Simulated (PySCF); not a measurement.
Cd(H)(NH2) (CdH3N), SMILES [NH2][CdH].

The structure is a stationary point at B3LYP-D3(BJ)/def2-TZVP. The def2 effective core potentials stand for the cores of Cd; spin–orbit coupling is left out.

The numbers are results of ωB97X/def2-TZVPD (PySCF), not measurements.

Isolated molecule, no solvent.

```yaml
total_energy: -224.33671 hartree
point_group: Cs
highest_occupied_level: -9.12 eV
lowest_empty_level: 1.22 eV
orbital_gap: 10.33 eV
dipole_moment: 1.06 D
quadrupole, principal values (traceless, Buckingham form, about the centre of nuclear charge): -8.30, 2.43, 5.87 D·Å
mean_static_polarisability: 42.7 bohr³ (6.33 Å³)
polarisability_principal_values: 35.6, 37.1, 55.5 bohr³
```
